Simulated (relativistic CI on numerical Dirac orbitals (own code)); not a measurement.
# One change at a time: Pb62+

Base calculation: Dirac-Coulomb-Breit CI, orbitals from a KLI potential per configuration, QED by a radiative potential, unscaled Slater integrals.

CI space (outside the closed core [Ne]): 3s²3p⁶3d², 3s²3p⁵3d³, 3s3p⁶3d³, 3s²3p⁶3d4s, 3s²3p⁶3d4p, 3s²3p⁶3d4d, 3s²3p⁵3d²4s, 3s²3p⁶3d4f, 3s²3p⁵3d²4p, 3s²3p⁵3d²4d, 3p⁶3d⁴, 3p⁵3d⁵, 3p⁵3d⁴4s, 3p⁶3d³4s, 3p⁵3d³4s². Double excitations out of closed p, d and f shells are left out; levels of such configurations are missing from the list, as are those of other unlisted configurations, and high levels can miss mixing partners. These lack a partner that the ground configuration has and come out too high: 3s²3p⁵3d²4p, 3s²3p⁵3d²4d.

Variants: (1) QED terms removed; (2) only the first 3 configurations. Shifts of the energy above 3s²3p⁶3d² ³F2, in eV, for the lowest level and the first level of each name with at least 55 % of one term (blank where a level changes its place among those of its configuration and J or its character, or is not in the variant):

| Level | Base | Δ(1) | Δ(2) |
| --- | --- | --- | --- |
| 3s²3p⁶3d² ³F2 | 0.000 | 0.000 | 0.000 |
| 3s²3p⁶3d² ³P0 | 28.141 | -0.001 | +0.162 |
| 3s²3p⁶3d² ³F3 | 118.578 | -0.299 | -0.019 |
| 3s²3p⁶3d² ¹G4 | 134.656 | -0.300 | -0.034 |
| 3s²3p⁶3d² ³P1 | 136.797 | -0.296 | +0.006 |
| 3s²3p⁶3d² ³F4 | 246.491 | -0.596 | -0.037 |
| 3s²3p⁶3d² ¹S0 | 285.353 | -0.591 | +0.206 |
| 3s²3p⁵3d³ ³I°7 | 559.513 | +0.735 | -0.305 |
| 3s²3p⁵3d³ ³P°1 | 561.558 | +0.737 | -0.268 |

At this charge energies of transitions that change n are usually good to better than 1 %, and those within a shell (Δn = 0) to a few per cent.

Ionisation energy from the two ground configurations alone: base 6766.77 eV. The NIST ASD value (theoretical) is 6767 eV.

LS names give the leading component of a level, which can be under half, so a name can repeat, a term be missing and a line seem to break the LS rules.
